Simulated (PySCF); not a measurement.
# Working out the excitation energy of As

As [Ar] 3d10 4s2 4p3 (4S) → As [Ar] 3d10 4s1 4p4 (4P). All numbers are calculated (PySCF 2.14, scalar relativity by spin-free X2C-1e, in x2c-TZVPPall). Frozen: [Ar] 3d10. Energies in hartree (1 hartree = 27.21139 eV):

```json
{"part": "UHF", "As (lower)": "-2259.010127", "As (upper)": "-2258.691330"}
{"part": "CCSD correlation", "As (lower)": "-0.084020", "As (upper)": "-0.096164"}
{"part": "(T)", "As (lower)": "-0.002696", "As (upper)": "-0.006616"}
```

Task: What does Hartree-Fock give?

Result: (-2258.691330) − (-2259.010127) = 0.318797 hartree = 8.675 eV.

Task: What do CCSD and CCSD(T) give?

Result: The CCSD correlation energies differ by -0.012144 hartree = -0.330 eV and the triples by -0.003920 hartree = -0.107 eV, so CCSD gives 8.345 eV and CCSD(T) 8.238 eV.

The coupled-cluster amplitudes are large, so a single reference is strained.
